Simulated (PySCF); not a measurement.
Gas-phase equilibrium of 1 mol SO₂, 8.4 mol O₂ at 1600 K and 10.0 bar, among 11 species (S₂O, SO₂, O₂, O, S₂, S₆, O₃, SO, S₈, S, SO₃). Only gases are allowed; each row takes one source of thermochemistry for all species, and Cantera finds the minimum.

Computed with PySCF and rigid-rotor harmonic-oscillator thermochemistry at 1 bar. † marks an energy on the PBE0/def2-TZVP geometry and frequencies; other levels use their own. 6-31G* has spherical d functions here. Open shells (unrestricted) among the columns below: O₂ (multiplicity 3), O (multiplicity 3, electronic degeneracy 9), S₂ (multiplicity 3), SO (multiplicity 3), S (multiplicity 3, electronic degeneracy 9); the rest are closed-shell singlets. Spin-orbit splitting is ignored; it lowers the true energy and changes the entropy of O, S. The harmonic model lacks anharmonicity and excited electronic states, which grow with temperature; levels with a mode under 35 cm⁻¹ are left out.

Molecules larger than those listed are left out.

With HF/6-31G* thermochemistry: O 0.93, O₂ 0.014, SO₂ 0.00049, SO₃ 3.1e-9, SO 0.038, S 0.014, S₂ 0.00032.

Problem. How far does the composition move with the other sources (PBE0/def2-SVP†, PBE0/def2-TZVP, r2SCAN/def2-TZVP†, LDA/def2-TZVP†, ωB97X-V/def2-TZVP†)?

Solution. 
```csv
thermochemistry,x O,x O₂,x SO₂,x SO₃,x SO,x S,x S₂
HF/6-31G*,0.93,0.014,0.00049,3.1e-9,0.038,0.014,0.00032
PBE0/def2-SVP†,1.7e-6,0.89,0.11,5.7e-5,0.00055,5.2e-9,1.0e-8
PBE0/def2-TZVP,2.5e-6,0.89,0.100,0.0071,1.5e-6,<1e-12,<1e-12
r2SCAN/def2-TZVP†,1.1e-6,0.89,0.096,0.011,1.2e-6,<1e-12,<1e-12
LDA/def2-TZVP†,9.2e-10,0.89,0.057,0.053,4.3e-9,<1e-12,<1e-12
ωB97X-V/def2-TZVP†,1.8e-6,0.89,0.10,0.0046,9.4e-7,<1e-12,<1e-12
```
The most sensitive of these is S: it spans a factor of 10^10.1 over these rows; at this temperature one factor of ten is RT ln 10 = 31 kJ/mol.
